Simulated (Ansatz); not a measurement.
`[CH3][GeH2][AlH][C]#N` + HCl → `N#[C][AlH][Cl]` + `[CH3][GeH3]` at 500 K and 1 bar (cleavage of the Al–Ge bond).

Isolated molecules relaxed with PBE0-D4/def2-TZVP in Ansatz; ΔE leaves out vibrations. CBS: MP2 limit from def2 TZ/QZ plus the TZ coupled-cluster correction, frozen cores. This one scheme is used for every species. For Ge outer-core shells are correlated without core-valence functions, which leaves a few kJ/mol of doubt a bond. Scalar relativity is left out up to krypton. One conformer a species, not always the lowest.

```csv
species,CCSD(T)/CBS energy (Eh),H − E (kJ/mol),S (J/(mol·K))
`[CH3][GeH2][AlH][C]#N`,-2452.54317,232.7,482.0
HCl,-460.38127,32.5,201.9
`N#[C][AlH][Cl]`,-795.20880,75.7,353.2
`[CH3][GeH3]`,-2117.76728,187.1,312.2
```

H − E and S are ideal-gas, rigid-rotor, harmonic terms from PBE0-D4/def2-TZVP, for one conformer and one mirror image of each species. 1 Eh = 2625.50 kJ/mol, R = 8.31446 J/(mol·K).

By hand: ΔE, ΔH, ΔS and ΔG.

ΔE = (-795.20880) + (-2117.76728) − (-2452.54317) − (-460.38127) = -0.05164 Eh = -135.6 kJ/mol. Δ(H − E) = 75.7 + 187.1 − 232.7 − 32.5 = -2.4, so ΔH = -138.0 kJ/mol. ΔS = 353.2 + 312.2 − 482.0 − 201.9 = -18.5 J/(mol·K). ΔG = -138.0 − 500 × (-18.5)/1000 = -128.8 kJ/mol.

By hand: the equilibrium constant, and the temperature at which ΔG would vanish if ΔH and ΔS stayed fixed.

log₁₀ K = −ΔG/(RT ln 10) = 13.5. ΔG = 0 at ΔH/ΔS = 7459 K, far beyond where these terms or the molecules hold.

ΔH outweighs TΔS. A doubt of 5 kJ/mol in ΔE shifts log₁₀ K by 0.5 here. Other conformers and mirror images would add mixing entropy, several J/(mol·K) or more a flexible species. Modes under 60 cm⁻¹, often nearly free rotors, make the harmonic entropy too high. These are equilibria of isolated gas molecules and say nothing of rates. Largest T1 diagnostic: 0.012 (customary marks: 0.02 for closed shells, 0.045 for open ones).
